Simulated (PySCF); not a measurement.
Compound: C3H5F2Si (doublet state).
Z-matrix (Å and degrees, GFN2-xTB geometry), rows numbered from 1:
```
F 
C   1  1.3359
C   2  1.3734  1  120.60
F   3  1.3578  2  113.64  1  -179.98
C   3  1.3748  2  128.58  1     0.03
Si  5  1.8718  3  122.43  2   179.98
H   2  1.0769  1  114.39  3   180.00
H   5  1.0784  3  115.53  2     0.01
H   6  1.4644  5  109.05  3    60.02
H   6  1.4644  5  109.04  3   -59.91
H   6  1.4627  5  106.76  3  -179.94
```

The hyperfine couplings belong to this conformer and change with its torsions.

Identity: `F[CH]/C(F)=C/[SiH3]` [radical].

Computed, not measured: UKS B3LYP, pcH-1 on C F H Si, non-relativistic, mean-field spin-orbit, GIAO in PySCF 2.14.0. The structure is a single GFN2-xTB conformer in the gas phase; no vibrational or solvent corrections. Couplings are sensitive to structure, and on GFN2-xTB geometries they can be far from those on DFT ones. Stability of the SCF solution: not tested. ⟨S²⟩ is 0.775 where a pure state has 0.75.

Problem. Predict the first-order ENDOR lines of F1, F4, H7, H8 and H9/H10/H11 under fast tumbling at B = 344.3 mT (X band).

Solution. ν± = |νn ± a/2|, one line for each electron-spin manifold; νn = |g_N| × 7.62259 MHz/T × B.

```
    nuclei  isotope     g_N  νn (MHz)  a_iso (MHz)  lower line (MHz)  upper line (MHz)
        F1      19F  5.2577     13.80        94.08             33.24             60.84
        F4      19F  5.2577     13.80       -34.45              3.43             31.02
        H7       1H  5.5857     14.66       -45.95              8.32             37.64
        H8       1H  5.5857     14.66       -35.35              3.02             32.34
H9/H10/H11       1H  5.5857     14.66        27.06              1.13             28.19
```

Problem. Which pairs are centred on the nuclear Larmor frequency, and which on half the coupling?

Solution. Centred on νn, since |a| < 2νn: H9/H10/H11. Centred on |a|/2 and split by 2νn: F1, F4, H7 and H8.

Problem. At what field would the lower line of F1 fall to zero frequency?

Solution. Where νn = |a|/2, that is B = 47.04 MHz/(5.2577 × 7.62259 MHz/T) = 1170 mT, as far as first order holds there.

Means are taken over nuclei equivalent by connectivity, which assumes that they swap fast. The three 1H nuclei of mean +27.1 MHz run from -1.0 to 41.1 MHz in the frozen geometry.
